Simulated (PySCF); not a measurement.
Computed IR spectrum (relative IR intensity) of a molecule CH₅F₂NOSi. Geometry: PBE-D3(BJ)/def2-SVP. One conformer was computed; it need not be the lowest. Computed with PBE-D3(BJ)/def2-SVP in PySCF. Frequencies are harmonic and unscaled.

Lines under 2 % of the strongest are left out, and lines within 2 cm⁻¹ are merged.

ν (cm⁻¹): 183 (w), 203 (vw), 280 (w), 295 (m), 326 (w), 334 (w), 390 (w), 757 (m), 850 (vs), 885 (w), 911 (m), 943 (m), 1059 (w), 1069 (vw), 1590 (w), 2975 (vw), 3770 (m) (against the strongest line: vs over 80 %, s over 45 %, m over 15 %, w over 4 %, vw less)…

Pick the molecule that these values belong to.
A) N[Si@](O)(F)CF
B) NC[Si](O)(F)F
C) CO[Si](N)(F)F
D) CN[Si](O)(F)F

B, NC[Si](O)(F)F
